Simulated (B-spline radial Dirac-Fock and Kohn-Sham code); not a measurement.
**Widths and yields of inner-shell holes in Hf²⁺**

System: hafnium as Hf²⁺, [Xe] 4f14 5d2, inside a Watson sphere of charge -2 and radius 3 Å (a model of the Madelung potential; inside it an electron's potential energy is raised by 9.6 eV).

Input of the calculation (task.json; shells as n, l, electrons):

```json
{"items": [{
  "Z": 72,
  "q": 2,
  "cfg": [[1, 0, 2], [2, 0, 2], [2, 1, 6], [3, 0, 2], [3, 1, 6], [3, 2, 10], [4, 0, 2], [4, 1, 6], [4, 2, 10], [4, 3, 14], [5, 0, 2], [5, 1, 6], [5, 2, 2]],
  "A": 180,
  "rrms": 5.347,
  "watson": [-2, 3.0],
  "do": ["binding", "quiet", "decay"],
  "holes": ["K", "L1", "L2", "L3", "M1", "M2", "M3", "M4", "M5", "N1", "N2", "N3", "N4", "N5", "N6", "N7"]
}]}
```

Run with: `python xray_run.py task.json out`

Calculated with an atomic code on a B-spline grid, using one-electron (LDA, Dirac) transition rates at Dirac-Fock energies.

Partial widths are in eV. Coster-Kronig decay leaves a hole in the same principal shell; its rates are the weakest part of the model, often 1.5 to 2.5 times too large and more for N holes. Holes without an open Auger channel, or with an unreliable SCF state, are not listed.

| hole | radiative | Auger | Coster-Kronig | total | fluorescence yield | lifetime (fs) |
| --- | --- | --- | --- | --- | --- | --- |
| 1s | 33.3 | 1.53 | 0 | 34.8 | 0.956 | 0.0189 |
| 2s | 0.713 | 1.87 | 2.98 | 5.56 | 0.128 | 0.118 |
| 2p1/2 | 1.21 | 2.75 | 0.661 | 4.63 | ? | ? |
| 2p3/2 | 1.09 | 3.46 | 0 | 4.55 | 0.240 | 0.145 |
| 3s | 0.0248 | 0.945 | 16.6 | 17.6 | 0.00141 | 0.0374 |
| 3p1/2 | 0.0258 | 1.04 | 10.3 | 11.3 | 0.00227 | 0.0580 |
| 3p3/2 | 0.0268 | 1.25 | 8.73 | 10.0 | 0.00268 | 0.0658 |
| 3d3/2 | 0.0298 | 1.59 | 0.876 | 2.50 | 0.0119 | 0.264 |
| 3d5/2 | 0.0281 | 1.65 | 0 | 1.68 | 0.0167 | 0.392 |
| 4s | 0.000760 | 0.0841 | 13.0 | 13.1 | 5.81e-05 | 0.0503 |
| 4p1/2 | 0.00137 | 0.0858 | 12.8 | 12.9 | 0.000106 | 0.0509 |
| 4p3/2 | 0.000874 | 0.0925 | 9.78 | 9.87 | 8.85e-05 | 0.0667 |
| 4d3/2 | 0.00117 | 0.0878 | 6.85 | 6.94 | 0.000168 | 0.0948 |
| 4d5/2 | 0.00105 | 0.0995 | 6.62 | 6.72 | 0.000156 | 0.0979 |

Question: What are the fluorescence yield and the lifetime of the 2p1/2 hole?

Answer: The yield is the radiative width over the total, 0.262, and the lifetime is ħ/Γ = 0.142 fs.
